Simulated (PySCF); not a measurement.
A calculated (r2SCAN, PySCF 2.14, x2c-SVPall, scalar relativity by spin-free X2C-1e) atom or ion has these occupied shells.

```csv
shell,electrons,orbital energy (eV),"rms radius, mean of both spins (bohr)"
1s α,1,-13346.4,0.0493
1s β,1,-13346.2,0.0493
2s α,1,-1756.7,0.205
2s β,1,-1756.7,0.205
2p α,3,-1549.3,0.183
2p β,3,-1549.1,0.183
3s α,1,-255.51,0.590
3s β,1,-255.34,0.590
3p α,3,-189.11,0.609
3p β,3,-188.90,0.609
3d α,5,-79.581,0.657
3d β,5,-79.283,0.657
4s α,1,-32.376,1.75
4s β,1,-29.533,1.75
4p α,3,-18.857,2.12
4p β,1,-16.924,2.12
```

Task: Name the element and its charge.

Result: Br⁺ (bromine, charge +1), in [Ar] 3d10 4s2 4p4, high-spin 3P determinant.
